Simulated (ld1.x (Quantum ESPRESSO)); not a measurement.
An all-electron radial function and its pseudo partner (Si (Z = 14))

Columns: radius, all-electron u(r) and pseudo u(r) of the 3p shell (level -4.07 eV) of silicon in the configuration [Ne] 3s2 3p2; PBEsol, non-relativistic, TM scheme, ld1.x (Quantum ESPRESSO) 7.5.

| r (bohr) | all-electron | pseudo |
| --- | --- | --- |
| 0.113 | 0.1186 | -0.0046 |
| 0.225 | 0.2322 | -0.0181 |
| 0.338 | 0.2584 | -0.0404 |
| 0.450 | 0.2168 | -0.0705 |
| 0.563 | 0.1361 | -0.1083 |
| 0.675 | 0.0390 | -0.1521 |
| 0.788 | -0.0629 | -0.2014 |
| 0.900 | -0.1600 | -0.2539 |
| 1.013 | -0.2498 | -0.3089 |
| 1.125 | -0.3289 | -0.3634 |
| 1.238 | -0.3982 | -0.4164 |
| 1.350 | -0.4567 | -0.4652 |
| 1.463 | -0.5055 | -0.5088 |
| 1.575 | -0.5443 | -0.5453 |
| 1.688 | -0.5746 | -0.5748 |
| 1.800 | -0.5965 | -0.5966 |
| 1.913 | -0.6116 | -0.6116 |
| 2.025 | -0.6202 | -0.6202 |
| 2.138 | -0.6235 | -0.6235 |
| 2.250 | -0.6222 | -0.6222 |
| 2.363 | -0.6170 | -0.6170 |
| 2.475 | -0.6085 | -0.6085 |
| 2.588 | -0.5973 | -0.5973 |
| 2.700 | -0.5840 | -0.5840 |
| 2.813 | -0.5689 | -0.5689 |
| 2.925 | -0.5525 | -0.5525 |

How many radial nodes do the two functions have?

The all-electron 3p function has n − l − 1 = 1; the pseudo-wave has 0, since the states of the same l below it are removed with the core.

At about which radius was the pseudo-wave matched?

2.05 bohr. The columns agree to 0.0005 from 1.69 bohr on; several derivatives are matched, so the curves merge somewhat inside the radius.

Is the pseudo-wave norm-conserving?

Yes: the TM scheme keeps the norm inside the radius equal to the all-electron one, which fixes the energy derivative of the logarithmic derivative at the level.
